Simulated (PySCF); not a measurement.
A calculated (LDA, PySCF 2.14, cc-pVTZ-DK, the spin-free X2C one-electron Hamiltonian (Gaussian nucleus)) atom or ion has these occupied shells.

| shell | electrons | orbital energy (eV) | rms radius, mean of both spins (bohr) |
| --- | --- | --- | --- |
| 1s α | 1 | -5882.9 | 0.0735 |
| 1s β | 1 | -5882.9 | 0.0735 |
| 2s α | 1 | -687.04 | 0.319 |
| 2s β | 1 | -685.40 | 0.319 |
| 2p α | 3 | -581.85 | 0.288 |
| 2p β | 3 | -580.57 | 0.288 |
| 3s α | 1 | -96.098 | 0.967 |
| 3s β | 1 | -92.174 | 0.967 |
| 3p α | 3 | -67.730 | 1.04 |
| 3p β | 3 | -63.882 | 1.04 |
| 3d α | 4 | -24.319 | 1.37 |

Q: Name the element and its charge.

A: Cr²⁺ (chromium, charge +2), in [Ar] 3d4, high-spin 5D determinant.
